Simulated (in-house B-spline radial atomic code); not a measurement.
Configurations of the holmium ion Ho⁵⁺, with energies counted from [Kr] 4d10 4f9 5s2 5p5. Method: scalar-relativistic (X2C) B3LYP, spin-polarised, spherical fractional occupations, exact exchange averaged over the configuration, Fermi nucleus of rms radius 5.2022 fm. Calculated with a radial B-spline atomic code at the basis-set limit. Shells without spins written out take the highest spin.

Occupations are held fixed; configurations that lie above the ionisation limit could autoionise.

```json
{"configuration": "[Kr] 4d10 4f8 5s2 5p5 6f1", "E - E(ref) (eV)": "59.766", "highest orbital": "6f up", "its <r> (bohr)": "4.984"}
{"configuration": "[Kr] 4d9 4f9 5s2 5p5 5d1", "E - E(ref) (eV)": "179.67", "highest orbital": "5d up", "its <r> (bohr)": "1.708"}
{"configuration": "[Kr] 4d9 4f9 5s2 5p5 6s1", "E - E(ref) (eV)": "189.7", "highest orbital": "6s up", "its <r> (bohr)": "2.503"}
{"configuration": "[Kr] 4d9 4f9 5s2 5p5 5f1", "E - E(ref) (eV)": "208.46", "highest orbital": "5f up", "its <r> (bohr)": "2.774"}
{"configuration": "[Kr] 4d9 4f9 5s2 5p5 6d1", "E - E(ref) (eV)": "209.41", "highest orbital": "6d up", "its <r> (bohr)": "3.542"}
{"configuration": "[Kr] 4d9 4f9 5s2 5p5 6f1", "E - E(ref) (eV)": "220.07", "highest orbital": "6f up", "its <r> (bohr)": "4.978"}
```

Task: Order these further configurations by energy, lowest first.
A. [Xe] 4f8
B. [Kr] 4d10 4f9 5s2 5p4 6p1
C. [Kr] 4d9 4f10 5s2 5p5
D. [Kr] 4d10 4f10 5s2 5p4
E. [Kr] 4d10 4f8 5s2 5p5 6p1

Result: A (-13.541 eV), D (16.32 eV), E (37.844 eV), B (49.276 eV), C (159.46 eV).

Task: How far above the reference does [Kr] 4d10 4f8 5s2 5p5 5d1 lie?

Result: 19.451 eV; its least bound orbital is 5d up with <r> = 1.712 bohr.

Task: Is the reference the lowest configuration at this level of theory?

Result: No: [Xe] 4f8 lies 13.54 eV lower with this functional.
